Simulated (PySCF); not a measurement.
A GIAO shielding run with PySCF 2.14 (density fitting, non-relativistic, gas phase) on SMILES F/C=C/O/C=C(\F)OC(F)F, C$_{5}$H$_{4}$F$_{4}$O$_{2}$:

```
{"job": {"kind": "nmr", "xc": "PBE0", "basis": "pcSseg-1"}, "charge": 0, "multiplicity": 1}
F      4.743475     0.294001    -0.438952
C      3.581409     0.282728     0.227909
C      2.453467    -0.009484    -0.405519
O      1.268297    -0.025774     0.259373
C      0.153671    -0.299751    -0.452544
C     -1.047078    -0.379656     0.115555
F     -1.257158    -0.144508     1.425700
O     -2.173274    -0.735037    -0.565722
C     -3.247216     0.108239    -0.444218
F     -4.320220    -0.530947    -0.906154
F     -3.079364     1.201916    -1.224493
H      3.679121     0.524066     1.273700
H      2.442493    -0.240434    -1.464170
H      0.241164    -0.490776    -1.514177
H     -3.443201     0.453404     0.586143
```

Hardware: 1 thread of an Arm Neoverse V1, shared host. The job also computes population analyses, field gradients.

Question: How large is the calculation?

Answer: 86 electrons, 207 basis functions and 1073 auxiliary functions.

Question: How long does it take?

Answer: 34 s of wall time, with 15 SCF cycles and 5 response iterations. Times on a shared host scatter by some tens of per cent.
